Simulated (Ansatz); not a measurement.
Geometry optimisation, UKS CAM-B3LYP/STO-3G in Ansatz 0.2.0.

Input:

```yaml
crystal:
  periodic: [false, false, false]
  atoms:
    - { symbol: Si, position_ang: [-0.994217, 0.888014, -0.868231] }
    - { symbol: O, position_ang: [1.286066, -0.972798, 0.036305] }
    - { symbol: F, position_ang: [-0.986838, -0.764182, -0.827182] }
    - { symbol: F, position_ang: [-2.534292, 1.31786, -0.629088] }
    - { symbol: H, position_ang: [-0.480652, 1.340502, -2.139332] }
    - { symbol: H, position_ang: [1.131542, -0.151882, 1.343878] }
    - { symbol: F, position_ang: [-0.095185, 1.391517, 0.414924] }
    - { symbol: H, position_ang: [1.321531, -1.721536, 0.69777] }
    - { symbol: F, position_ang: [1.028912, -0.243015, 2.295851] }
    - { symbol: H, position_ang: [0.323033, -1.084378, -0.324893] }
magnetization:
  spin_polarized: true
basis:
  gaussian: { orbitals: STO-3G }
hamiltonian:
  xc: cam_b3lyp
relax:
  f_tol: 0.03
  max_steps: 50
```

Command:

```bash
$ ansatz run input.yaml --threads 1 --pin off --max-ram 2048MiB --backend cpu --events-out ev --progress --plain --runs-dir out
```

Task: Where does it end, and by what steps?

Result: It converged. The force dipped under the threshold on the way, but the program's further checks kept it going. Limits of this set-up: minimal basis. After 36 steps the energy has fallen by 1.738 eV; F9 moved furthest, 1.66 Å. Joined: Si1–F9, O2–H6.

```tsv
step	energy less start (eV)	largest force component (eV/Å)	accepted
0	0.0000	2.684	yes
2	-0.2058	2.124	yes
4	-0.3463	0.237	yes
6	-0.3547	0.103	yes
8	-0.3577	0.061	yes
10	-0.3598	0.081	yes
12	-0.3617	0.117	yes
14	-0.3655	0.107	yes
16	-0.3664	0.174	yes
18	-0.3714	0.254	yes
20	-0.3795	0.018	yes
22	-0.3989	0.426	yes
24	-0.5079	0.590	yes
26	-0.8731	1.410	yes
28	-1.5352	1.272	yes
30	-1.7312	0.204	yes
32	-1.7360	0.178	yes
34	-1.7380	0.079	yes
36	-1.7382	0.008	yes
```

```xyz
10
Properties=species:S:1:pos:R:3
Si -0.758 0.939 -0.408
O 1.427 -1.276 0.455
F -0.097 -0.525 -1.081
F -2.176 0.869 0.399
H -1.263 1.301 -1.725
H 0.750 -0.476 1.033
F 0.328 2.135 -0.179
H 1.090 -2.176 0.774
F -0.089 0.267 1.174
H 0.787 -1.058 -0.441
```

Run time: 4.2 min on 1 thread of Arm Neoverse N1, with other jobs on the host, peak memory 0.17 GiB.
